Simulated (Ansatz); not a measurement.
CH$_{6}$GeO (`C[O][GeH3]`), relaxed with RKS PBE-D4/def2-SVP in the Gaussian-basis code of Ansatz from a rough embedded geometry. The force threshold is 0.03 eV/Å; the program also tests the step.

Total charge 0; spin multiplicity 1.

Start:

```xyz
9

C    -0.920    0.511   -0.713
O     0.447    0.443   -0.835
Ge    1.017   -0.440    0.591
H    -1.352    1.063   -1.591
H    -1.293    1.083    0.130
H    -1.421   -0.518   -0.792
H     0.569    0.307    1.934
H     2.538   -0.527    0.630
H     0.415   -1.923    0.645
```

Question: By how much does the energy fall, and how many steps does the optimiser take? (Estimate.)

Answer: Computed: 6.78 kcal/mol, in 4 steps.

Question: Which bonds change most? (Best estimate.)

Answer: Computed: Ge3–H9 from 1.602 to 1.557 Å; Ge3–H7 from 1.601 to 1.557 Å; C1–O2 from 1.374 to 1.411 Å; O2–Ge3 from 1.772 to 1.805 Å.

Question: Give the relaxed structure. (An estimate is asked.)

Answer: The calculation gave: 
```xyz
9

C    -1.007    0.538   -0.787
O     0.393    0.385   -0.699
Ge    1.069   -0.503    0.720
H    -1.238    1.105   -1.714
H    -1.439    1.109    0.071
H    -1.549   -0.437   -0.848
H     0.665    0.232    2.032
H     2.596   -0.474    0.490
H     0.511   -1.957    0.736
```
